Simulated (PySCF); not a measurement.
**Structure from NMR data**

Molecular formula: C7H6FNSi. Simulated spectra:

¹H NMR (500 MHz, computed): δ 6.72 (m, 1H), 6.46 (m, 1H), 6.32 (m, 1H), 5.41 (m, 1H), 4.76 (m, 2H).

¹³C{¹H} NMR (computed): δ 199.4 (C), 149.7 (CH2), 135.2 (CH), 111.5 (C), 106.8 (CH), 83.5 (C), 76.8 (C).

PySCF 2.14.0 with density-fitted response routines calculation with PBE0/pcSseg-1 with gauge-including orbitals and GFN2-xTB structure; one conformer, non-relativistic, one averaged value for each set of equivalent atoms, in vacuum.

δ = σ(ref) − σ, references computed at the same level: ¹H (σ = 31.72 ppm), ¹³C (σ = 186.93 ppm) vs TMS.

**Question.** Propose a structure and justify it.

**Answer.** 
- Rings plus π bonds: 6 (no ring in the answer).
- 7 carbon signals for 7 carbons: no two carbons are equivalent.
- Carbon types of the structure: 4 × C, 2 × CH, 1 × CH2, leaving 2 H on heteroatoms.
- δC 199.4: fully substituted alkene carbon.
- δC 149.7: terminal =CH2 carbon; an sp2 carbon of a C=C bond.
- δC 135.2, 106.8: alkene CH; as expected for a trigonal carbon in a double bond.
- δC 111.5: nitrile carbon; this is the usual window of a C≡N carbon, which has no attached hydrogen.
- δC 83.5, 76.8: alkyne carbon; sp carbons lie upfield of alkene carbons because the cylindrical π system leaves one tensor component strongly shielded.
- δH 6.72, 6.46: hydrogen on a terminal =CH2 carbon; olefinic region.
- δH 6.32, 5.41: hydrogen on an alkene CH; a vinylic proton, deshielded by the sp2 carbon and the C=C anisotropy.

Structure: `C(/C=C(/[SiH2]C=C)F)#CC#N`.

The shifts were computed for this structure.

Splittings by ¹⁹F in the carbon and heteronuclear signals aren't shown, as no couplings were computed. Shifts are as computed. Against solution values, carbons near 30 ppm lie about +3 ppm off and those near 130 ppm about +5 ppm. Of 1211 compounds with measured shifts, 218 miss one by over three times the rms of a fit or turn the order of signals round; such compounds aren't used in these exercises. Multiplicities follow the n + 1 count of equivalent neighbours, as no J values were calculated; m marks all less simple cases, F and P coupling included.
